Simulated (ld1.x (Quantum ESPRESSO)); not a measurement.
Before and after: TM semilocal potential for iodine

iodine (I), norm-conserving Troullier–Martins (semilocal form), made with ld1.x (Quantum ESPRESSO) 7.5 (LDA (PZ), scalar-relativistic). Core [Ar] 3d10 4s2, reference 4p6 4d10 5s2 5p5. Waves: 5s (bound): rc 1.55 bohr; 4d (bound): rc 1.00 bohr; 4f channel at -0.15 Ry: rc 1.45 bohr; 4p (bound): rc 0.75 bohr. Local part: the p channel. Core correction: none.

Occupied shells without a wave of their own: 5p. They enter only through the test configuration that unscreens the potential.

All-electron outer shells of the reference configuration (LDA (PZ), scalar-relativistic, ld1.x):

| shell | level (eV) | outermost node (bohr) | outermost maximum (bohr) |
| --- | --- | --- | --- |
| 3d | -606.22 | – | 0.23 |
| 4s | -180.16 | 0.37 | 0.68 |
| 4p | -127.33 | 0.37 | 0.72 |
| 4d | -50.33 | 0.35 | 0.78 |
| 5s | -17.65 | 0.88 | 1.70 |
| 5p | -7.25 | 0.96 | 2.02 |

Change: core correction a·sin(br)/r model core inside 0.82 bohr (5p counted twice).

Cutoffs: the cutoffs (Ry, on a coarse ladder) from which the occupation-weighted sum of valence levels, in a spherical-Bessel basis at the reference potential, stays within 10 and 1 mRy of its value at 400 Ry; they do not see the model core or the augmentation charge, which bear on the density cutoff. Errors are all-electron minus pseudo energies relative to the spin-unpolarised reference configuration.

**Question.** Predict the effect on cutoff, ghosts and configuration errors.

**Answer.** Of the 9 tests that both files solve, the error grows in 7 and shrinks in 2 by more than 15 % and 0.3 meV (median size 163.9 → 150.2 meV); neither file shows a bound ghost. A semilocal file is local in each channel, so a ghost entry of none says nothing of the separable form that plane-wave codes build from it. In the changed file ld1.x takes every shell without a wave as core, so the model core holds the 5p electrons as well and exchange and correlation see them twice. This cancels in the reference configuration, but the file is broken for other ones, and its errors say nothing about a proper core correction. A model core, the more so a compact one, raises the density cutoff, which this test does not measure.

```csv
quantity,base,changed
"cutoff, loose",260 Ry,260 Ry
"cutoff, tight",over 300 Ry,over 300 Ry
bound ghosts,none,none
"largest miss of a reference level, eV",0.13,0.13
"error for 4p6 4d10 5s2 5p4, meV [ΔE 11.30 eV]",-169,-258
"error for 4p6 4d10 5s2 5p3, meV [ΔE 31.37 eV]",-406,-773
"error for 4p6 4d10 5s2 5p2, meV [ΔE 60.98 eV]",-715,-1565
"error for 4p5 4d10 5s2 5p5, meV [ΔE 136.18 eV]",-52,-144
"error for 4p6 4d10 5s2 5p5.3, meV [ΔE -1.83 eV]",+37,+29
"error for 4p6 4d10 5s1 5p5, meV [ΔE 22.37 eV]",-20,-88
"error for 4p6 4d9 5s2 5p6, meV [ΔE 45.77 eV]",+194,+150
"error for 4p6 4d10 5s2 5p5 (spin-polarised), meV [ΔE -0.12 eV]",+1.0,-29
"error for 4p6 4d10 5s2 5p4 (spin-polarised), meV [ΔE 10.74 eV]",-164,-407
s: phases at 1.71 bohr within 0.05 rad from the reference energy up to (Ry; the scan ends near 5),3.2,3.2
p: phases at 1.71 bohr within 0.05 rad from the reference energy up to (Ry; the scan ends near 5),0.2,0.2
d: phases at 1.71 bohr within 0.05 rad from the reference energy up to (Ry; the scan ends near 5),to the end of the scan,to the end of the scan
f: phases at 1.71 bohr within 0.05 rad from the reference energy up to (Ry; the scan ends near 5),1.5,1.5
```

Base: The 5p level has no wave, so the channel is fitted at the deeper level alone: the likely source of the large errors.
